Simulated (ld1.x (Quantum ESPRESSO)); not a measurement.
**An all-electron radial function and its pseudo partner (O (Z = 8))**

Columns: radius, all-electron u(r) and pseudo u(r) of the 2s shell (level -23.81 eV) of oxygen in the configuration [He] 2s2 2p4; PBEsol, scalar-relativistic, TM scheme, ld1.x (Quantum ESPRESSO) 7.5.

```json
{"r (bohr)": "0.088", "all-electron": "0.4159", "pseudo": "-0.1493"}
{"r (bohr)": "0.175", "all-electron": "0.3147", "pseudo": "-0.2533"}
{"r (bohr)": "0.262", "all-electron": "0.0486", "pseudo": "-0.3102"}
{"r (bohr)": "0.350", "all-electron": "-0.2404", "pseudo": "-0.3748"}
{"r (bohr)": "0.438", "all-electron": "-0.4906", "pseudo": "-0.5072"}
{"r (bohr)": "0.525", "all-electron": "-0.6822", "pseudo": "-0.6822"}
{"r (bohr)": "0.612", "all-electron": "-0.8176", "pseudo": "-0.8176"}
{"r (bohr)": "0.700", "all-electron": "-0.9038", "pseudo": "-0.9038"}
{"r (bohr)": "0.788", "all-electron": "-0.9484", "pseudo": "-0.9484"}
{"r (bohr)": "0.875", "all-electron": "-0.9608", "pseudo": "-0.9608"}
{"r (bohr)": "0.962", "all-electron": "-0.9497", "pseudo": "-0.9497"}
{"r (bohr)": "1.050", "all-electron": "-0.9213", "pseudo": "-0.9213"}
{"r (bohr)": "1.138", "all-electron": "-0.8811", "pseudo": "-0.8811"}
{"r (bohr)": "1.225", "all-electron": "-0.8341", "pseudo": "-0.8341"}
{"r (bohr)": "1.312", "all-electron": "-0.7828", "pseudo": "-0.7828"}
{"r (bohr)": "1.400", "all-electron": "-0.7290", "pseudo": "-0.7290"}
{"r (bohr)": "1.487", "all-electron": "-0.6757", "pseudo": "-0.6757"}
{"r (bohr)": "1.575", "all-electron": "-0.6228", "pseudo": "-0.6228"}
{"r (bohr)": "1.662", "all-electron": "-0.5722", "pseudo": "-0.5722"}
{"r (bohr)": "1.750", "all-electron": "-0.5236", "pseudo": "-0.5236"}
{"r (bohr)": "1.838", "all-electron": "-0.4776", "pseudo": "-0.4776"}
{"r (bohr)": "1.925", "all-electron": "-0.4352", "pseudo": "-0.4352"}
{"r (bohr)": "2.012", "all-electron": "-0.3956", "pseudo": "-0.3956"}
{"r (bohr)": "2.100", "all-electron": "-0.3586", "pseudo": "-0.3586"}
{"r (bohr)": "2.188", "all-electron": "-0.3245", "pseudo": "-0.3245"}
{"r (bohr)": "2.275", "all-electron": "-0.2936", "pseudo": "-0.2936"}
```

How many radial nodes do the two functions have?

The all-electron 2s function has n − l − 1 = 1; the pseudo-wave has 0, since the states of the same l below it are removed with the core.

At about which radius was the pseudo-wave matched?

0.55 bohr, where the columns begin to agree (steps of 0.09 bohr).

Where does each function peak?

Outermost all-electron maximum near 0.88 bohr, pseudo maximum near 0.88 bohr (to the table’s step).

Is the pseudo-wave norm-conserving?

Yes: the TM scheme keeps the norm inside the radius equal to the all-electron one, which fixes the energy derivative of the logarithmic derivative at the level.
